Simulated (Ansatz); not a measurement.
Computed with Ansatz on PBE0-D4/def2-TZVP structures; ΔE is electronic, products minus reactants. CCSD(T)/CBS adds triple-zeta CCSD(T) − MP2 to the extrapolated MP2 energy (def2 sets, frozen cores). Functionals use def2-TZVPP. B3LYP here is the variant with VWN-RPA as its local correlation; programs differ in this. def2 core potentials past Kr. For Sn outer-core shells are correlated without core-valence functions, which leaves a few kJ/mol of doubt a bond. Each species was taken in one conformer, which may not be the lowest.

`[BH2][SnH2][CH2]F` + `C[SiH](F)Cl` → `B[Si](C)(F)Cl` + `F[CH2][SnH3]`  (formal exchange of groups at a B–Sn bond)

(1) Is it downhill or uphill in electronic energy at CCSD(T)/CBS, and by how much? (Estimate.)

(2) What do these levels give: PBE-D4, r2SCAN-D4, B3LYP-D4, ωB97X-V, ωB97M-V, B2PLYP, r2SCAN, B3LYP, MP2/def2-TZVPP, MP2/def2-QZVPP, SCS-MP2/def2-QZVPP, CCSD/CBS(def2)? (Best estimate.)

Largest T1 diagnostic among the species: 0.013.

Answers

(1) The calculation gave: Uphill: ΔE = +0.18 eV.

(2) Computed: PBE-D4 0.06, r2SCAN-D4 0.09, B3LYP-D4 0.10, ωB97X-V 0.10, ωB97M-V 0.13, B2PLYP 0.15, r2SCAN 0.10, B3LYP 0.12, MP2/def2-TZVPP 0.20, MP2/def2-QZVPP 0.22, SCS-MP2/def2-QZVPP 0.21, CCSD/CBS(def2) 0.19 eV.
